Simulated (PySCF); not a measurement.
C2H5BrClNSi. Atoms are numbered in the order given.

```xyz
11

C     -2.5474    -0.5680    -1.5674
C     -1.7772     0.3421    -0.9556
Si    -0.0019     0.0067    -0.5526
N      0.5709    -1.3715    -1.3976
Cl     1.0585     1.7586    -0.9657
Br     0.2849    -0.4338     1.6239
H     -2.1548    -1.5529    -1.8419
H     -3.5964    -0.3698    -1.8141
H     -2.1991     1.3183    -0.6883
H      1.3418    -1.9037    -1.0050
H      0.6206    -1.3425    -2.4129
```

Geometry: B3LYP-D3(BJ)/def2-SVP. Other conformers were not sampled.

Computed with TDDFT-PBE/def2-SVPD (PySCF 2.14.0).

Vertical excitations. Gas-phase values at a fixed geometry.

### Question
Estimate the UV-visible absorptions. (The exact figures need the calculation; the answer reports its results.)

### Answer

| state | energy (eV) | λ (nm) | f | main pairs |
|---|---|---|---|---|
| S1 | 4.67 | 266 | 0.002 | HOMO→LUMO 99 % |
| S2 | 5.17 | 240 | 0.014 | HOMO−2→LUMO 44 %, HOMO−1→LUMO 43 %, HOMO−3→LUMO 11 % |
| S3 | 5.29 | 235 | 0.028 | HOMO−2→LUMO 54 %, HOMO−1→LUMO 28 %, HOMO−3→LUMO 11 % |
| S4 | 5.70 | 218 | 0.012 | HOMO−4→LUMO 58 %, HOMO−3→LUMO 38 % |
| S5 | 6.03 | 206 | 0.009 | HOMO−5→LUMO 58 %, HOMO→LUMO+1 40 % |
| S6 | 6.04 | 205 | 0.006 | HOMO→LUMO+1 57 %, HOMO−5→LUMO 39 % |
| S7 | 6.25 | 198 | 0.039 | HOMO−1→LUMO+1 79 % |
| S8 | 6.41 | 194 | 0.015 | HOMO→LUMO+2 91 % |
| S9 | 6.56 | 189 | 0.023 | HOMO−1→LUMO+2 54 %, HOMO−4→LUMO 9 %, HOMO−3→LUMO 9 %, HOMO−3→LUMO+1 9 % |
| S10 | 6.59 | 188 | 0.045 | HOMO−2→LUMO+1 89 % |
| T1 | 4.18 | 296 | 0 | HOMO−1→LUMO 67 %, HOMO−3→LUMO 21 % |
| T2 | 4.61 | 269 | 0 | HOMO→LUMO 99 % |
| T3 | 5.09 | 243 | 0 | HOMO−2→LUMO 60 %, HOMO−3→LUMO 33 % |
| T4 | 5.12 | 242 | 0 | HOMO−2→LUMO 38 %, HOMO−3→LUMO 38 %, HOMO−1→LUMO 22 % |
Triplets are in the Tamm–Dancoff approximation, which puts them higher than full response would, so one can lie above its singlet here.
